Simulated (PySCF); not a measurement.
## Ionising CaS

RHF; PySCF, no relativity, basis sets Ca def2-SVPD, S def2-SVPD. Neutral (RHF): singlet (closed shell), Re = 2.363 Å, ωe = 480 cm⁻¹, De = 1.41 eV, HOMO -6.85 eV, LUMO -1.17 eV.

CaS⁺ (UHF): doublet (π ↑), Re = 2.529 Å, ωe = 394 cm⁻¹, De = 1.49 eV to Ca⁺ + S. The energies at the minima are -1074.08416 hartree for CaS and -1073.89857 for CaS⁺.

**Question.** Work out the adiabatic ionisation energy, without and with harmonic zero-point energies (1 hartree = 27.2114 eV, 1 eV = 8065.5 cm⁻¹), and the change of the bond length.

**Answer.** At HF: 0.18559 hartree = 5.050 eV between the minima; the zero-point term (394.0 − 480.0)/2 cm⁻¹ = -0.005 eV makes it 5.045 eV. Re changes by +16.6 pm against the neutral. Minus the HOMO energy is 6.85 eV, +1.80 eV from the value between the minima; Hartree–Fock orbital energies leave out relaxation and correlation. The electron leaves a π orbital; in so polar a molecule the change of length follows mostly from the change of the ionic charges.

CaS⁻ (UHF): doublet (σ ↑), Re = 2.470 Å, ωe = 416 cm⁻¹. The energies at the minima are -1074.08416 hartree for CaS and -1074.13868 for CaS⁻.

**Question.** Work out the adiabatic electron affinity, without and with harmonic zero-point energies (1 hartree = 27.2114 eV, 1 eV = 8065.5 cm⁻¹), and the change of the bond length.

**Answer.** At HF: 0.05452 hartree = 1.484 eV between the minima; the zero-point term (480.0 − 416.0)/2 cm⁻¹ = +0.004 eV makes it 1.488 eV. Re changes by +10.7 pm against the neutral. The electron enters a σ orbital; in so polar a molecule the change of length follows mostly from the change of the ionic charges.

For an ion De counts to the pair picked by the measured ionisation energies or electron affinities, which need not be the lowest pair at this level. Where the molecule has an RHF reference, its open-shell atoms are computed with UHF. Hartree–Fock leaves out correlation, which carries a large part of most bond energies and some tenths to 1 eV of ionisation energies. States were picked by a PBE0 search and need not be the measured ground states.

Neutral and ion stand on different kinds of reference determinant, which adds to the error of the difference.
